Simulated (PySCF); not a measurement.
Input for PySCF:
```python
from pyscf import gto, scf, dft

mol = gto.M(
    atom='''
Si    1.296700   -0.125900    0.268400
Si   -0.952300    0.080300    0.018700
H     2.186800    0.952300   -0.183700
H     1.986000   -1.370600   -0.075600
H    -1.632300   -0.348100    1.250100
H    -1.298400    1.487400   -0.207600
H    -1.586600   -0.675400   -1.070200
''',
    basis='cc-pvdz',
    charge=0,
    spin=1,
    verbose=3,
)

mf = dft.UKS(mol)
mf.xc = 'revpbe'
mf.kernel()
```

Q: What does this run give for the HOMO energy, nuclear repulsion energy, dipole moment?

A: 
* **HOMO energy**: -5.00 eV
* **nuclear repulsion energy**: 84.1904 Eh
* **dipole moment**: 0.10 D

These values belong to the state on which the SCF converged, which isn't shown to be the lowest.
